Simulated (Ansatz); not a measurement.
Geometry optimisation, UKS B3LYP-D4/def2-SVP (Ansatz 0.2.0).

Input file:

```yaml
crystal:
  periodic: [false, false, false]
  atoms:
    - { symbol: O, position_ang: [0.58911, -1.62108, 2.98218] }
    - { symbol: Si, position_ang: [0.69435, -0.94297, 1.64585] }
    - { symbol: C, position_ang: [0.79052, -0.11282, 0.10557] }
    - { symbol: Si, position_ang: [-0.6629, 0.54486, -0.88752] }
    - { symbol: H, position_ang: [1.76639, -0.05834, -0.36049] }
    - { symbol: H, position_ang: [-1.41865, 1.54738, -0.11904] }
    - { symbol: H, position_ang: [0.0669, 0.67679, 0.30803] }
    - { symbol: H, position_ang: [-1.61652, -0.51725, -1.25412] }
magnetization:
  spin_polarized: true
basis:
  gaussian: { orbitals: def2-SVP }
hamiltonian:
  xc: b3lyp
  dispersion: d4
relax:
  f_tol: 0.02
  max_steps: 50
```

Run as:

```bash
$ ansatz run input.yaml --threads 2 --pin off --max-ram 3072MiB --backend cpu --events-out ev --progress --plain --runs-dir out
```

Task: Where does it end, and by what steps?

Result: It converged. After 21 steps the energy has fallen by 6.756 eV; O1 moved furthest, 2.01 Å. Parted: Si4–H7 (1.41 → 2.57 Å). Joined: O1–Si4 (4.61 → 1.72 Å), Si2–Si4 (3.24 → 2.60 Å).

| step | energy less start (eV) | largest force component (eV/Å) | accepted |
| --- | --- | --- | --- |
| 0 | 0.0000 | 7.152 | yes |
| 1 | -1.3113 | 3.563 | yes |
| 2 | -2.1528 | 1.631 | yes |
| 3 | -2.3974 | 1.337 | yes |
| 4 | -2.7444 | 0.987 | yes |
| 5 | -3.1830 | 1.009 | yes |
| 6 | -3.5704 | 1.588 | yes |
| 7 | -3.7545 | 1.520 | yes |
| 8 | -3.9415 | 0.451 | yes |
| 9 | -4.0201 | 0.279 | yes |
| 10 | -4.0546 | 0.488 | yes |
| 11 | -4.1201 | 1.115 | yes |
| 12 | -4.1514 | 3.325 | yes |
| 13 | -4.3742 | 1.352 | yes |
| 14 | -4.7305 | 1.266 | yes |
| 15 | -5.4927 | 2.327 | yes |
| 16 | -6.4991 | 1.416 | yes |
| 17 | -6.6113 | 1.810 | yes |
| 18 | -6.7443 | 0.412 | yes |
| 19 | -6.7537 | 0.159 | yes |
| 20 | -6.7559 | 0.054 | yes |
| 21 | -6.7565 | 0.010 | yes |

```xyz
8
Properties=species:S:1:pos:R:3
O -0.677 -1.023 1.540
Si 1.005 -0.848 1.768
C 0.990 0.248 0.124
Si -0.854 -0.101 0.104
H 1.592 -0.165 -0.705
H -1.771 1.053 0.322
H 1.302 1.296 0.276
H -1.378 -0.943 -1.008
```

Whether the end is a true minimum wasn't checked by a vibrational analysis.

Run time: 38 s on 2 threads of Intel(R) Xeon(R) 6975P-C (Granite Rapids) (shared host), peak memory 0.28 GiB.
